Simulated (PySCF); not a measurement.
Compound: C6H10OP (charge +1).
Atom-mapped SMILES: `[CH3:1][C:2](=[O:3])[CH2:4][P@H+:5]1[CH:6]=[C:7]1[CH3:8]` (hydrogens: H9, H10, H11 on C1; H12, H13 on C4; H14 on P5; H15 on C6; H16, H17, H18 on C8)

Geometry (GFN2-xTB, Å), atoms numbered from 1 in this order:
```
atom  x, y, z in Å
C1    -3.3591   -0.3239   -0.0678
C2    -2.0127   -0.0083   -0.5814
O3    -1.7561    0.7864   -1.4630
C4    -0.7871   -0.6972    0.0056
P5     0.4876    0.0960   -1.0552
C6     1.3752    1.5388   -0.5539
C7     2.1231    0.4355   -0.3940
C8     3.4160   -0.0763    0.0374
H9    -3.4914    0.1639    0.8996
H10   -4.1235    0.0509   -0.7446
H11   -3.4802   -1.3932    0.0907
H12   -0.6226   -0.4668    1.0618
H13   -0.8121   -1.7844   -0.1073
H14    0.4296   -0.2611   -2.3818
H15    1.3525    2.6032   -0.4565
H16    3.2920   -0.8093    0.8346
H17    3.9126   -0.5853   -0.7892
H18    4.0474    0.7376    0.3886
```

Mayer bond orders were computed from the PBE0/pcSseg-1 density (PySCF). Isolated species at its GFN2-xTB geometry (one conformer only).

Question: The orders 0.93, 1.00, 1.08, 1.48, 1.88 belong to the bonds C2–O3, C4–P5, C6–C7, C7–P5, C7–C8, in another order. Match them.

Answer: C4–P5 0.93; C7–P5 1.00; C7–C8 1.08; C6–C7 1.48; C2–O3 1.88.

Question: Set the orders of all bonds between heavy atoms beside their lengths and the difference of the ESP-fitted charges at their ends.

Answer: 
```csv
bond,Mayer order,length (Å),q(first) − q(second) (e)
C2–O3,1.878,1.214,+1.164
C6–C7,1.475,1.342,-0.351
C7–C8,1.083,1.456,+0.672
C1–C2,1.061,1.475,-1.372
P5–C6,1.059,1.767,+0.546
C7–P5,1.004,1.796,-0.195
C4–P5,0.934,1.838,-0.694
C2–C4,0.929,1.524,+1.074
```

Mayer orders depend on the basis set.
